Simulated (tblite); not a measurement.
Species: C₆H₈N₃ (charge -1).
Bonds: C1–C2, C2–N3 (aromatic), N3–N4 (aromatic), N4–N5 (aromatic), N5–C6 (aromatic), C6–C7, C7–C8, C8–C9, C2–C6 (aromatic), C7–C9. Hydrogens: H10, H11, H12 on C1; H13 on C7; H14, H15 on C8; H16, H17 on C9.
Bond orders are those of one Lewis drawing.

Computed with GFN2-xTB (tblite), gas phase: L-BFGS steps from a force-field or distance-geometry start until the largest atomic force falls under 0.01 eV/Å.

Step 94: E = -703.5926 eV
```
atom  x, y, z in Å  |  force x, y, z in eV/Å
C1      2.2965   -1.0077   -0.3090    0.004   0.005  -0.006
C2      1.6109    0.3055   -0.1242    0.000   0.010   0.002
N3      2.2641    1.4749   -0.0084    0.001  -0.003   0.017
N4      1.3544    2.4174    0.1552   -0.003  -0.005  -0.005
N5      0.1347    1.9217    0.1513    0.002  -0.011  -0.007
C6      0.2463    0.5889   -0.0247   -0.004   0.003  -0.004
C7     -0.8936   -0.3386   -0.0919   -0.015   0.006   0.018
C8     -1.9866   -0.2714    0.9427    0.011   0.017   0.002
C9     -2.2558    0.1762   -0.4621    0.008  -0.007   0.011
H10     3.3722   -0.8490   -0.3700    0.002  -0.012  -0.003
H11     2.0869   -1.6799    0.5291    0.010  -0.001   0.001
H12     1.9602   -1.5012   -1.2263    0.008   0.001  -0.008
H13    -0.6231   -1.3339   -0.4407   -0.029   0.021  -0.019
H14    -2.4372   -1.1946    1.2891   -0.007   0.015  -0.008
H15    -1.8978    0.4918    1.7016   -0.017  -0.005  -0.012
H16    -2.9058   -0.4271   -1.0852    0.019  -0.026   0.008
H17    -2.3333    1.2388   -0.6362    0.009  -0.010   0.014
```

Step 95: E = -703.5928 eV
```
atom  x, y, z in Å  |  force x, y, z in eV/Å
C1      2.2968   -1.0072   -0.3122    0.009  -0.007  -0.012
C2      1.6117    0.3063   -0.1243    0.012  -0.031  -0.004
N3      2.2653    1.4752   -0.0075    0.000  -0.015   0.014
N4      1.3556    2.4165    0.1597   -0.013   0.019   0.000
N5      0.1360    1.9204    0.1573   -0.006   0.022  -0.004
C6      0.2471    0.5885   -0.0214   -0.001  -0.009  -0.006
C7     -0.8933   -0.3385   -0.0883   -0.020   0.011   0.012
C8     -1.9889   -0.2685    0.9431    0.007   0.025   0.002
C9     -2.2554    0.1745   -0.4638    0.015  -0.022   0.008
H10     3.3728   -0.8496   -0.3762   -0.005  -0.006   0.001
H11     2.0897   -1.6800    0.5264    0.010   0.006  -0.011
H12     1.9592   -1.5009   -1.2296    0.006   0.011   0.009
H13    -0.6228   -1.3345   -0.4347   -0.025   0.018  -0.015
H14    -2.4403   -1.1908    1.2904   -0.009   0.010  -0.003
H15    -1.9038    0.4971    1.7003   -0.012  -0.010  -0.019
H16    -2.9027   -0.4327   -1.0865    0.025  -0.017   0.014
H17    -2.3340    1.2360   -0.6425    0.009  -0.004   0.015
```

Step 96: E = -703.5931 eV
```
atom  x, y, z in Å  |  force x, y, z in eV/Å
C1      2.2976   -1.0063   -0.3168    0.019  -0.021  -0.009
C2      1.6126    0.3069   -0.1251    0.020  -0.051  -0.006
N3      2.2654    1.4758   -0.0037    0.007  -0.025   0.005
N4      1.3551    2.4155    0.1681   -0.012   0.016   0.004
N5      0.1364    1.9179    0.1655   -0.027   0.032  -0.008
C6      0.2480    0.5869   -0.0194   -0.007   0.003   0.003
C7     -0.8934   -0.3393   -0.0850   -0.003   0.009   0.001
C8     -1.9907   -0.2638    0.9434   -0.010   0.012   0.006
C9     -2.2543    0.1720   -0.4659    0.009  -0.020  -0.004
H10     3.3736   -0.8500   -0.3845   -0.007   0.002   0.005
H11     2.0939   -1.6795    0.5231    0.010   0.012  -0.025
H12     1.9587   -1.5010   -1.2336   -0.003   0.022   0.021
H13    -0.6246   -1.3366   -0.4286   -0.015   0.013  -0.008
H14    -2.4444   -1.1841    1.2935   -0.004   0.011   0.000
H15    -1.9084    0.5055    1.6967   -0.005  -0.004  -0.012
H16    -2.8992   -0.4401   -1.0863    0.022  -0.011   0.011
H17    -2.3333    1.2322   -0.6512    0.007   0.001   0.016
```

Problem. Estimate the geometry and energy of step 97. (The exact step hangs on the optimiser's Hessian estimate; all steps are aligned on step 96, rigid shifts and turns removed.)

Solution. E = -703.5934 eV, largest force 0.063 eV/Å
```
atom  x, y, z in Å  |  force x, y, z in eV/Å
C1      2.2987   -1.0052   -0.3282    0.020  -0.021  -0.007
C2      1.6144    0.3071   -0.1246    0.013  -0.061  -0.006
N3      2.2664    1.4761    0.0002   -0.013  -0.023   0.002
N4      1.3554    2.4135    0.1834   -0.006   0.013   0.005
N5      0.1373    1.9141    0.1856   -0.012   0.034  -0.007
C6      0.2497    0.5845   -0.0077    0.002  -0.002  -0.002
C7     -0.8915   -0.3419   -0.0728   -0.029   0.016  -0.003
C8     -1.9988   -0.2540    0.9446   -0.008   0.010  -0.028
C9     -2.2496    0.1653   -0.4729    0.022  -0.035   0.019
H10     3.3746   -0.8496   -0.4061   -0.019   0.009   0.008
H11     2.1035   -1.6805    0.5124    0.010   0.014  -0.040
H12     1.9514   -1.4971   -1.2439   -0.002   0.028   0.038
H13    -0.6211   -1.3424   -0.4060   -0.013   0.016   0.004
H14    -2.4572   -1.1697    1.3006    0.000   0.010   0.001
H15    -1.9238    0.5243    1.6896    0.000  -0.008  -0.020
H16    -2.8878   -0.4555   -1.0923    0.026  -0.002   0.019
H17    -2.3286    1.2230   -0.6714    0.009   0.002   0.016
```

The energy changes by -0.0003 eV. The first-order estimate −F·Δx gives -0.0004 eV and the mean of the old and new forces, exact on a quadratic surface, -0.0003 eV. The step makes an angle of 87° with the force vector and moves no atom by more than 0.025 Å.

What follows is the cost of the whole relaxation. The run took 0.37 s wall on one thread of an AMD EPYC 9R45, no GPU (shared host).
